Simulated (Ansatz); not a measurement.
A structure relaxed at r2SCAN-D4/def2-SVP in Ansatz, charge 0, singlet:

```xyz
11

Zr    0.763   -1.289    0.760
Ge   -3.423    0.239    0.869
Ge    2.249   -1.062   -2.145
Ge   -1.842   -1.687    1.244
Ge    1.447    1.471    1.307
Ge    3.102    0.015    0.032
Ge   -0.152   -1.742   -1.801
Ge    1.101    1.017   -1.363
Ge   -1.003    0.618    2.010
Ge   -0.676    2.413   -0.125
Ge   -1.567    0.007   -0.787
```

Give its formula.

the cluster ZrGe10.

Summarise the bond lengths by kind (pairs closer than 1.2 times the sum of covalent radii, bridged metal pairs left out).

17 × Ge–Ge 2.47 to 2.81 Å; 8 × Ge–Zr 2.68 to 3.27 Å. The metal has 8 neighbours: Ge 3.27 Å, Ge 2.68 Å, Ge 2.90 Å, Ge 2.78 Å, Ge 2.76 Å, Ge 3.15 Å, Ge 2.88 Å, Ge 3.08 Å.

In the def2 sets Zr takes a core potential; there is no spin–orbit coupling. The restricted singlet is unstable towards broken spin symmetry in Hartree–Fock (as tested in another run); at r2SCAN-D4/def2-SVP this wasn't settled. The relaxation made no stability test and no search for a lower SCF solution. No other spin state of charge 0 was run. Another isomer (singlet) lies 0.69 eV lower at PBE0-D4/def2-TZVP; other spin states weren't run for this one.
